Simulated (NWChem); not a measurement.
CHClFNOSi; SMILES O=C=N[Si@@H](F)Cl

```xyz
7

O      0.4504    -3.3233     0.2115
C      0.1765    -2.2067     0.0369
N     -0.1075    -1.0547    -0.1434
Si    -0.4601     0.5786    -0.4303
F     -1.7374     0.9814     0.4616
Cl     1.1142     1.7328     0.1653
H     -0.7716     0.8176    -1.8492
```
Atoms are numbered in this order, from 1.

Results from NWChem. The geometry was optimised at PBE0/def2-SVP. Level r2SCAN/def2-SVP: energy and gradient on several grids; changes count from the extra-fine grid, which is no exact limit either.

| grid | size of the energy change (μHa) | largest change of a gradient component (μHa/bohr) | time, medium = 1 (rough) |
|---|---|---|---|
| xcoarse | 5000 | 5000 | about 1 |
| coarse | 900 | 100 | about 1 |
| medium | 300 | 200 | about 1 |
| fine | 30 | 60 | about 1 |
| xfine | < 10 | < 30 | 2 |
